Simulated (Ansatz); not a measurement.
Stepwise reaction of `O[SiH](F)N[SiH2]F` with hydrogen, as a gas-phase model of exchange steps in deposition or etching. ΔE in kJ/mol.

Program: Ansatz. Geometries: PBE0-D4/def2-TZVP. ΔE: electronic, gas phase. CBS: MP2 limit from def2 TZ/QZ plus the TZ coupled-cluster correction, frozen cores. This one scheme is used for every species. Functionals use def2-TZVPP. B3LYP here is the variant with VWN-RPA as its local correlation; programs differ in this. One conformer a species, not always the lowest.

```
step                                             reaction  PBE-D4  B3LYP-D4  ωB97M-V  CCSD(T)/CBS
   1  `O[SiH](F)N[SiH2]F` + H₂ → `O[SiH](F)N[SiH3]` + H–F   125.5     133.1    133.8        131.3
```

Question: Give the row of step 2, `O[SiH](F)N[SiH3]` + H₂ → `O[SiH2]N[SiH3]` + H–F. (Best estimate.)

Answer: Ansatz gave: 
```tsv
step	reaction	PBE-D4	B3LYP-D4	ωB97M-V	CCSD(T)/CBS
2	`O[SiH](F)N[SiH3]` + H₂ → `O[SiH2]N[SiH3]` + H–F	135.9	145.4	146.6	142.6
```

Question: By hand: ΔE of the 2 steps together at CCSD(T)/CBS.

Answer: (131.3) + (142.6) = 273.9 kJ/mol, or 136.9 kJ/mol a step.

In ΔE each step is higher than the one before. All are uphill at CCSD(T)/CBS. PBE-D4 differs from CCSD(T)/CBS by -6.7 to -5.8 kJ/mol a step. Isolated molecules leave out the surface, adducts and barriers. Largest T1 diagnostic: 0.012.
